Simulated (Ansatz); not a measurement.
Reaction: CH5OSi (SMILES [CH2]O[SiH3], doublet) → CH5OSi (SMILES O[CH][SiH3], doublet)
Each species at its own B3LYP-D3(BJ)/def2-TZVP minimum (Ansatz, a program for electronic structure), one conformer.

Wanted: isomerisation energy (electronic), in kJ/mol. Radicals and triplets start from unrestricted determinants; spin-orbit coupling is neglected. CBS(X,Y): correlation extrapolated as X^-3, Hartree-Fock from the larger set. A bracket is a step between two methods taken in the basis named. Functionals run without relativity, which enters their misses. Double hybrids freeze cores in their MP2 part. '+ core + X2C': CCSD(T) terms for core correlation (cc-pwCVTZ, 1s frozen past Ne) and scalar relativity (cc-pVTZ-DK).

CCSD(T)/CBS(cc-pV(T+d)Z,cc-pV(Q+d)Z) + [CCSDT(Q) - CCSD(T)]/cc-pV(D+d)Z + core + X2C (Ansatz) gives 72.6 kJ/mol.

Q: What does PBE/def2-TZVPD (Ansatz) give here, and how do the other levels compare?

A: PBE gives 57.3 kJ/mol, 15.3 kJ/mol below it. Differences of the others: B3LYP/def2-TZVPD (Ansatz) 0.0; PBE0/def2-TZVPD (Ansatz) -9.0; wB97M-V/def2-TZVPD (Ansatz) -3.1; B2PLYP/def2-TZVPD (Ansatz) 3.7; CCSD(T)/CBS(cc-pV(T+d)Z,cc-pV(Q+d)Z) + core + X2C (Ansatz) 0.6 kJ/mol. Nearer than PBE: B3LYP/def2-TZVPD, PBE0/def2-TZVPD, wB97M-V/def2-TZVPD, B2PLYP/def2-TZVPD, CCSD(T)/CBS(cc-pV(T+d)Z,cc-pV(Q+d)Z) + core + X2C.
